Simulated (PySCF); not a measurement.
C₄H₁₂OSi, SMILES CC[Si@H](C)OC.

Geometry: PBE-D3(BJ)/def2-SVP. The structure was generated by enumeration; whether it is a known compound was not checked. Other conformers were not sampled.

Level of theory: PBE-D3(BJ)/def2-SVP in PySCF.

Frequencies are harmonic and unscaled.

| mode | ν (cm⁻¹) | IR (km/mol) | moving atoms (share of kinetic energy) |
|---|---|---|---|
| 1 | 60 | 1.3 | C 56 %, H 37 % |
| 2 | 79 | 0.5 | H 62 %, C 30 % |
| 3 | 103 | 0.3 | H 77 %, C 21 % |
| 4 | 128 | 1.7 | C 43 %, H 38 %, O 13 % |
| 5 | 142 | 0.0 | H 97 % |
| 6 | 156 | 1.1 | H 42 %, C 39 %, Si 13 % |
| 7 | 195 | 2.7 | H 62 %, C 21 %, O 15 % |
| 8 | 234 | 4.8 | H 38 %, C 32 %, O 27 % |
| 9 | 321 | 6.2 | C 40 %, H 28 %, Si 19 %, O 13 % |
| 10 | 328 | 5.3 | H 37 %, Si 25 %, O 25 %, C 13 % |
| 11 | 587 | 5.2 | C 44 %, H 40 %, Si 10 % |
| 12 | 612 | 6.4 | H 72 %, C 23 % |
| 13 | 669 | 17.2 | H 38 %, C 32 %, Si 20 %, O 10 % |
| 14 | 716 | 20.6 | H 62 %, C 19 %, Si 14 % |
| 15 | 734 | 67.1 | H 40 %, Si 28 %, C 24 % |
| 16 | 745 | 9.1 | H 61 %, C 16 %, Si 14 %, O 9 % |
| 17 | 840 | 186.5 | H 68 %, Si 20 %, C 9 % |
| 18 | 861 | 115.3 | H 78 %, C 10 %, Si 10 % |
| 19 | 943 | 40.4 | H 79 %, C 15 % |
| 20 | 951 | 16.8 | H 81 %, C 18 % |
| 21 | 1026 | 20.5 | C 72 %, H 28 % |
| 22 | 1117 | 146.2 | O 39 %, C 35 %, H 26 % |
| 23 | 1137 | 0.2 | H 76 %, C 19 % |
| 24 | 1171 | 80.5 | H 53 %, C 24 %, O 22 % |
| 25 | 1202 | 1.8 | H 75 %, C 24 % |
| 26 | 1210 | 13.4 | H 62 %, C 37 % |
| 27 | 1215 | 32.6 | H 77 %, C 22 % |
| 28 | 1344 | 1.4 | H 82 %, C 18 % |
| 29 | 1376 | 1.2 | H 92 % |
| 30 | 1381 | 5.7 | H 95 % |
| 31 | 1384 | 2.6 | H 95 % |
| 32 | 1421 | 6.6 | H 97 % |
| 33 | 1423 | 3.8 | H 95 % |
| 34 | 1423 | 2.4 | H 97 % |
| 35 | 1426 | 8.1 | H 96 % |
| 36 | 1431 | 4.5 | H 91 %, C 8 % |
| 37 | 2172 | 133.4 | H 97 % |
| 38 | 2900 | 69.9 | H 97 % |
| 39 | 2958 | 23.9 | H 94 % |
| 40 | 2962 | 38.8 | H 91 %, C 9 % |
| 41 | 2965 | 34.4 | H 97 % |
| 42 | 2973 | 4.7 | H 97 % |
| 43 | 3005 | 8.7 | H 91 %, C 9 % |
| 44 | 3024 | 35.8 | H 91 %, C 9 % |
| 45 | 3047 | 21.2 | H 91 %, C 9 % |
| 46 | 3054 | 20.5 | H 91 %, C 9 % |
| 47 | 3068 | 6.2 | H 91 %, C 9 % |
| 48 | 3077 | 3.8 | H 91 %, C 9 % |
